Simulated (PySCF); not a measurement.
Species: Si(vinyl)2Me2, C₆H₁₂Si.
Z-matrix (Å and degrees, PBE0-D3(BJ)/def2-SVP geometry), rows numbered from 1:
```
Si
C   1  1.8798
C   2  1.3386  1  125.64
H   2  1.0999  1  117.14  3  -177.55
H   3  1.0960  2  121.67  1     2.24
H   3  1.0963  2  122.23  1  -177.73
C   1  1.8806  2  110.76  3   -25.18
C   7  1.3385  1  125.40  2   -34.24
H   7  1.0998  1  117.35  2   147.95
H   8  1.0961  7  121.73  1     2.16
H   8  1.0963  7  122.22  1  -177.75
C   1  1.8831  2  108.68  3  -145.64
H  12  1.1012  1  110.55  2    63.11
H  12  1.1020  1  111.11  2   -56.95
H  12  1.1013  1  111.06  2  -177.15
C   1  1.8824  2  109.65  3    94.62
H  16  1.1013  1  111.29  2    61.19
H  16  1.1011  1  110.64  2   -58.76
H  16  1.1020  1  110.87  2  -178.77
```

Level of theory: PBE0-D3(BJ)/def2-SVP geometry optimisation, gas phase (PySCF).

Masses are those of the commonest isotopes; rigid-rotor values at the optimised geometry. The values belong to one conformer.

(1) Give the principal moments of inertia and the rotational constants in MHz.

(2) What kind of rotor is it?

(3) What does the inertial defect say?

Results:

(1) Ia = 241.86, Ib = 276.95, Ic = 355.64 u·Å²; 505379 MHz·u·Å²/I gives A = 2090, B = 1825, C = 1421 MHz.

(2) An asymmetric top. Ray's parameter κ = (2B − A − C)/(A − C) = 0.208; −1 is the prolate and +1 the oblate limit.

(3) Not planar: Δ = Ic − Ia − Ib = -163.17 u·Å². For a rigid frame Δ = −2 Σ m c², so Σ m c² = 81.59 u·Å² lies off the ab plane: 24.34 from hydrogen and 57.24 from heavier atoms. The atom farthest from that plane is 2.34 Å away.

The dipole components are |μa| = 0.07 D, |μb| = 0.02 D, |μc| = 0.00 D.

Not checked by PBE0-D3(BJ)/def2-SVP frequencies. These are rigid-rotor constants of the computed structure; measured ground-state constants (B0) also hold zero-point vibration. A rigid rotor knows nothing of internal rotation, which can split or shift real lines.
